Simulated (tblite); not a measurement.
Compound: C4H10FN3Si.
SMILES with atom numbers: `[CH2:1]=[N:2][Si@@H:3]1[NH:4][CH2:5][C@@H:6]([CH2:7][F:8])[NH:9]1` (hydrogens: H10, H11 on C1; H12 on Si3; H13 on N4; H14, H15 on C5; H16 on C6; H17, H18 on C7; H19 on N9)

Computed with GFN2-xTB (tblite), gas phase: L-BFGS steps from a force-field or distance-geometry start until the largest atomic force falls under 0.01 eV/Å.

The end geometry, which sets the zero of energy:
```
atom  x, y, z in Å
C1      3.6606    0.0787   -0.2257
N2      2.4793    0.4730   -0.2697
Si3     0.9976   -0.3698    0.0056
N4     -0.0967   -0.3485   -1.3204
C5     -1.1570    0.6095   -1.0953
C6     -1.3094    0.7320    0.4209
C7     -2.1644   -0.4153    0.9678
F8     -3.4816   -0.2530    0.6136
N9      0.0274    0.6878    0.9509
H10     3.9699   -0.9308    0.0635
H11     4.4633    0.7667   -0.4789
H12     1.0948   -1.7666    0.4548
H13     0.1901   -0.4050   -2.2825
H14    -2.0909    0.2603   -1.5480
H15    -0.9140    1.5925   -1.5159
H16    -1.7966    1.6799    0.6829
H17    -2.1334   -0.4442    2.0623
H18    -1.8264   -1.3685    0.5539
H19     0.0775    0.7602    1.9526
```

**Question.** These geometries come from the run, each turned onto the end geometry. Order them by energy, lowest first.
A.
```
atom  x, y, z in Å
C1      3.6834    0.0732   -0.2057
N2      2.5028    0.4678   -0.2690
Si3     1.0073   -0.3623   -0.0122
N4     -0.1160   -0.3443   -1.3132
C5     -1.1709    0.6188   -1.0884
C6     -1.3190    0.7270    0.4293
C7     -2.1772   -0.4268    0.9648
F8     -3.4940   -0.2533    0.6095
N9      0.0285    0.6889    0.9315
H10     3.9962   -0.9365    0.0842
H11     4.4896    0.7631   -0.4454
H12     1.1514   -1.7614    0.4181
H13     0.1142   -0.4750   -2.2824
H14    -2.1027    0.2848   -1.5553
H15    -0.9201    1.6095   -1.4866
H16    -1.8073    1.6707    0.7037
H17    -2.1581   -0.4725    2.0588
H18    -1.8420   -1.3725    0.5315
H19     0.1240    0.8398    1.9193
```
B.
```
atom  x, y, z in Å
C1      3.6887    0.0689   -0.2077
N2      2.5103    0.4757   -0.2656
Si3     1.0075   -0.3492   -0.0036
N4     -0.1179   -0.3391   -1.3031
C5     -1.1755    0.6209   -1.0855
C6     -1.3272    0.7281    0.4284
C7     -2.1759   -0.4308    0.9651
F8     -3.4939   -0.2661    0.6093
N9      0.0302    0.7371    0.9121
H10     3.9988   -0.9527    0.0580
H11     4.5069    0.7491   -0.4490
H12     1.1701   -1.7475    0.4250
H13     0.0999   -0.4879   -2.2723
H14    -2.0994    0.2910   -1.5703
H15    -0.9157    1.6084   -1.4822
H16    -1.8189    1.6721    0.6860
H17    -2.1586   -0.4705    2.0579
H18    -1.8323   -1.3725    0.5310
H19     0.0930    0.8038    1.9591
```
C.
```
atom  x, y, z in Å
C1      3.6707    0.0715   -0.2169
N2      2.4911    0.4701   -0.2558
Si3     0.9996   -0.3620   -0.0033
N4     -0.1091   -0.3469   -1.3176
C5     -1.1637    0.6206   -1.0976
C6     -1.3146    0.7401    0.4208
C7     -2.1614   -0.4155    0.9653
F8     -3.4790   -0.2545    0.6115
N9      0.0274    0.6985    0.9394
H10     3.9836   -0.9355    0.0751
H11     4.4704    0.7627   -0.4676
H12     1.1241   -1.7597    0.4377
H13     0.1563   -0.4518   -2.2818
H14    -2.0993    0.2724   -1.5473
H15    -0.9187    1.6071   -1.5130
H16    -1.8183    1.6783    0.6964
H17    -2.1287   -0.4582    2.0600
H18    -1.8252   -1.3666    0.5470
H19     0.0849    0.7683    1.9402
```
D.
```
atom  x, y, z in Å
C1      3.5606    0.1487   -0.1688
N2      2.3622    0.3888   -0.3810
Si3     0.9610   -0.5574   -0.0432
N4     -0.0910   -0.4099   -1.4127
C5     -1.1281    0.5480   -1.0373
C6     -1.2600    0.5836    0.5009
C7     -2.2686   -0.4394    1.0043
F8     -3.5210   -0.0602    0.5894
N9      0.0426    0.3670    1.1156
H10     3.8725   -0.7990    0.2997
H11     4.3542    0.8722   -0.4258
H12     1.2732   -1.9131    0.3495
H13     0.3189   -0.1713   -2.3144
H14    -2.0854    0.2731   -1.4874
H15    -0.8612    1.5610   -1.3652
H16    -1.6385    1.5587    0.8234
H17    -2.2993   -0.4606    2.0972
H18    -2.0810   -1.4271    0.5872
H19     0.4790    1.2758    1.2611
```
E.
```
atom  x, y, z in Å
C1      3.5131    0.1620   -0.1743
N2      2.3269    0.4773   -0.4368
Si3     1.0047   -0.5945   -0.0405
N4     -0.1024   -0.4173   -1.3521
C5     -1.1338    0.5564   -1.0250
C6     -1.2620    0.5879    0.5126
C7     -2.2942   -0.4363    1.0096
F8     -3.5527   -0.0498    0.5857
N9      0.0506    0.3463    1.0802
H10     3.7612   -0.7805    0.2974
H11     4.3118    0.8324   -0.4125
H12     1.3758   -1.9504    0.3584
H13     0.4190   -0.1139   -2.1560
H14    -2.0684    0.2845   -1.5231
H15    -0.8450    1.5529   -1.3724
H16    -1.6166    1.5710    0.8455
H17    -2.3362   -0.4698    2.1016
H18    -2.1239   -1.4411    0.6169
H19     0.5623    1.2217    1.0774
```

**Answer.** C (0.006 eV), A (0.014 eV), B (0.069 eV), D (0.331 eV), E (0.575 eV).

In the order of the answer:

```tsv
step	E above end (eV)	largest force (eV/Å)	rms force component (eV/Å)	rms distance from end (Å)	rms bond change (Å)	bond most changed (Å)
64	0.006	0.12	0.032	0.021	0.001	C6–H16 +0.002
60	0.014	0.08	0.026	0.044	0.001	N2–Si3 +0.003
55	0.069	1.81	0.322	0.048	0.011	N9–H19 +0.045
7	0.331	0.79	0.221	0.296	0.013	Si3–N9 +0.025
3	0.575	0.77	0.219	0.345	0.011	Si3–N9 +0.028
```

The cost below is that of the whole relaxation. Hardware: Intel Xeon at 2.50 GHz, one thread, shared host with 64 logical CPUs at a one-minute load of 61. Cost: 2.0 s.
